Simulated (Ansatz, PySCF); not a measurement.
Gas-phase reaction (SMILES): CB(C)Cl [chloro(dimethyl)borane] + F (HF) -> CB(C)F [fluoro(dimethyl)borane] + Cl (HCl); hydrogen fluoride cleaves one B-Cl bond, a model of a ligand-exchange step.

Geometries: B3LYP-D3(BJ)/def2-TZVP minima from Ansatz (a quantum-chemistry and plane-wave program). Valence correlation only, unless marked. No spin-orbit coupling. No relativistic terms. CBS marks a two-point X^-3 extrapolation of the correlation energy; Hartree-Fock from the larger set. [CCSD(T)-MP2]/basis is that difference in the basis named. Thermal terms are rigid-rotor harmonic-oscillator values from B3LYP-D3(BJ) frequencies (Ansatz or PySCF) at 298.15 K and 1 atm. 1 Eh = 627.5095 kcal/mol.

```tsv
species	E, RI-MP2/CBS(aug-cc-pV(T+d)Z,aug-cc-pV(Q+d)Z)+[CCSD(T)-MP2]/aug-cc-pV(T+d)Z (Ansatz) (Eh)	E, PBE0-D4/def2-TZVPD (Ansatz + dftd4) (Eh)	H - E (Eh)
CB(C)Cl	-564.34833	-564.70131	0.08494
F (HF)	-100.39388	-100.39487	0.01259
CB(C)F	-204.38178	-204.44747	0.08606
Cl (HCl)	-460.37874	-460.66608	0.01000
```

Question: Work out ΔE and ΔH at 298.15 K at the first level, then ΔH at the second.

Answer: 
1. ΔE = [(-204.38178) + (-460.37874)] - [(-564.34833) + (-100.39388)] = -0.01831 Eh = -11.5 kcal/mol at RI-MP2/CBS(aug-cc-pV(T+d)Z,aug-cc-pV(Q+d)Z)+[CCSD(T)-MP2]/aug-cc-pV(T+d)Z.
2. The terms H - E add up to -0.00147 Eh, so ΔH = (-0.01831 + (-0.00147))×627.5095 = -12.4 kcal/mol.
3. At PBE0-D4/def2-TZVPD the same steps give ΔE = -10.9 and ΔH = -11.8 kcal/mol, a shift of +0.6 from the first level.
4. These values are not checked against measurement here, since the tables used lack a sound gas-phase enthalpy of formation for at least one species.
